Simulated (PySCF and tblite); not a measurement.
Values are calculated unless marked as measured or tabulated.
# Conformer ensemble of C9H12, numbered as in [CH:1]#[C:2][C@H:3]1[C@H:4]2[CH2:5][CH2:6][CH2:7][CH2:8][C@@H:9]12

The ensemble was built from 60 distance-geometry starts (ETKDG and KDG, MMFF94s, GFN2-xTB) and rests on GFN2-xTB geometries. Energies: PBE0-D3(BJ)/pcSseg-1 (IEF-PCM, cyclohexane), with GFN2-xTB thermal terms (modes under about 100 cm⁻¹ blended into free rotors). Symmetry numbers and mirror images are counted. Conformers within 3 kcal/mol (GFN2-xTB free energy) were kept, 5 at most. GIAO shieldings: PBE0/pcSseg-1 (IEF-PCM, cyclohexane). Couplings: B3LYP/6-31G* with pcJ-1 on H (gas phase; spin-dipole term only for pairs with B, N, F, Si or P). Couplings are for ¹H. H–H couplings come out 0.1 to 0.9 Hz lower than with pcJ-1 on all atoms. Shifts are against TMS (¹H), TMS (¹³C) at the same level; of two unlike H on one atom, a is the less shielded. Run with PySCF (density fitting) and tblite.

The 6-ring runs over atoms 4–5–6–7–8–9. Of a mirror pair one member is shown.

```csv
conformer,shape,symmetry,E(GFN2) kcal/mol,E(DFT) kcal/mol,G(298.15 K) kcal/mol,weight %,dipole D
1,"6-ring half-chair (ring torsions -55, 68, -45, 13, -2, 23°)",C1 (pair),0.00,0.00,0.00,99.6,1.04
2,"6-ring boat (ring torsions -51, 0, 51, -52, 0, 52°)",Cs,2.17,3.07,3.25,0.4,1.09
```

Weights (%) against temperature:

```
 T (K)      1    2  S(mix) cal/mol/K
   200  100.0  0.0              1.38
   250   99.8  0.2              1.40
298.15   99.6  0.4              1.43
   350   99.1  0.9              1.46
   400   98.6  1.4              1.51
```

Averaged shifts at 298.15 K. ¹H: 1.95 (H5a/H8a, 2H), 1.88 (H5b/H8b, 2H), 1.61 (H3, 1H), 1.57 (H1, 1H), 1.55 (H6a/H7a, 2H), 1.21 (H4/H9, 2H), 1.17 (H6b/H7b, 2H) ppm. ¹³C: 90.7 (C2), 78.6 (C1), 25.7 (C6/C7), 24.3 (C5/C8), 18.9 (C4/C9), 12.4 (C3) ppm.

Averaged couplings (Hz): ³J(H3,H4) 10.0, ³J(H4,H5a) 9.1, ³J(H4,H5b) 1.7, ³J(H4,H9) 9.8, ²J(H5a,H5b) -14.4, ³J(H5a,H6a) 7.7, ³J(H5a,H6b) 6.0, ³J(H5b,H6a) 5.5, ³J(H5b,H6b) 7.7, ²J(H6a,H6b) -13.3, ³J(H6a,H7a) 2.4, ³J(H6a,H7b) 9.2, ³J(H6b,H7b) 2.3.

Coordinates of conformer 1 (Å):

```xyz
21

C     2.645   -0.248    1.280
C     1.886   -0.739    0.492
C     1.005   -1.363   -0.438
C    -0.495   -1.355   -0.217
C    -1.083   -0.644    0.985
C    -1.489    0.788    0.642
C    -0.299    1.536    0.051
C     0.073    0.958   -1.314
C     0.098   -0.555   -1.338
H     3.308    0.193    1.962
H     1.429   -2.266   -0.867
H    -1.008   -2.270   -0.493
H    -1.952   -1.198    1.344
H    -0.347   -0.617    1.794
H    -1.839    1.293    1.544
H    -2.308    0.777   -0.081
H     0.548    1.454    0.734
H    -0.537    2.595   -0.066
H     1.045    1.348   -1.628
H    -0.667    1.288   -2.049
H    -0.021   -0.959   -2.338
```

Shifts are unscaled: against experiment ¹³C can be off by 15 ppm or more and ¹H by 0.8 ppm.

Search and properties took 8.4 min on 1 thread of Intel Xeon @ 2.50GHz (shared host) (rough), launched as `OMP_NUM_THREADS=1 python ens_run.py task.json out`.
